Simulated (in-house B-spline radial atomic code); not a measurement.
Values are calculated unless marked as measured or tabulated.
# Weak and strong correlation along the adiabatic connection

Two-electron singlets in several external potentials (atomic units), by full CI in B-splines with partial waves to l = 8 (correlation energies up to 0.6 % small). The repulsion is scaled by λ at fixed density; W(λ) is the mean repulsion less the Hartree energy, W(0) = E_x, and the area under W from 0 to 1 is E_xc.

Relative drop (W(λ) − E_x)/E_x:

```json
{"system": "−Z exp(−kr)/r, Z = 9.52, k = 0.64", "λ = 0.12": "0.0020", "λ = 0.25": "0.0040", "λ = 0.4": "0.0064", "λ = 0.6": "0.0096", "λ = 0.8": "0.0127", "λ = 1": "0.0157"}
{"system": "−V exp(−r²/w²), V = 2.61, w = 3.03", "λ = 0.12": "0.0197", "λ = 0.25": "0.0390", "λ = 0.4": "0.0589", "λ = 0.6": "0.0823", "λ = 0.8": "0.1024", "λ = 1": "0.1201"}
{"system": "−Z/r, Z = 1.08", "λ = 0.12": "0.0292", "λ = 0.25": "0.0567", "λ = 0.4": "0.0838", "λ = 0.6": "0.1141", "λ = 0.8": "0.1391", "λ = 1": "0.1600"}
{"system": "−V exp(−r²/w²), V = 13.1, w = 2.83", "λ = 0.12": "0.0119", "λ = 0.25": "0.0240", "λ = 0.4": "0.0371", "λ = 0.6": "0.0532", "λ = 0.8": "0.0679", "λ = 1": "0.0814"}
{"system": "ω²r²/2 − Z/r, ω = 0.0119, Z = 1", "λ = 0.12": "0.0352", "λ = 0.25": "0.0672", "λ = 0.4": "0.0979", "λ = 0.6": "0.1310", "λ = 0.8": "0.1576", "λ = 1": "0.1794"}
{"system": "−Z exp(−kr)/r, Z = 4.27, k = 1.91", "λ = 0.12": "0.0059", "λ = 0.25": "0.0121", "λ = 0.4": "0.0190", "λ = 0.6": "0.0278", "λ = 0.8": "0.0363", "λ = 1": "0.0444"}
{"system": "−Z/r, Z = 1.5, wall at 8 bohr", "λ = 0.12": "0.0162", "λ = 0.25": "0.0324", "λ = 0.4": "0.0495", "λ = 0.6": "0.0701", "λ = 0.8": "0.0884", "λ = 1": "0.1049"}
```

Order the systems by how far second-order (GL2) theory, half the initial slope (estimated from the first points of each curve), overshoots the correlation energy, least first.
A. −V exp(−r²/w²), V = 2.61, w = 3.03
B. −Z/r, Z = 1.5, wall at 8 bohr
C. −Z exp(−kr)/r, Z = 4.27, k = 1.91
D. −Z exp(−kr)/r, Z = 9.52, k = 0.64
E. −V exp(−r²/w²), V = 13.1, w = 2.83
F. ω²r²/2 − Z/r, ω = 0.0119, Z = 1
G. −Z/r, Z = 1.08

D (GL2/E_c = 1.03), C (GL2/E_c = 1.08), E (GL2/E_c = 1.16), B (GL2/E_c = 1.22), A (GL2/E_c = 1.28), G (GL2/E_c = 1.40), F (GL2/E_c = 1.49).

What else changes along this order?

The ratio follows the bend of the curve. With it the leading natural occupation goes from 1.999 to 1.894 and −T_c/E_c from 0.97 to 0.67 between the first and the last.
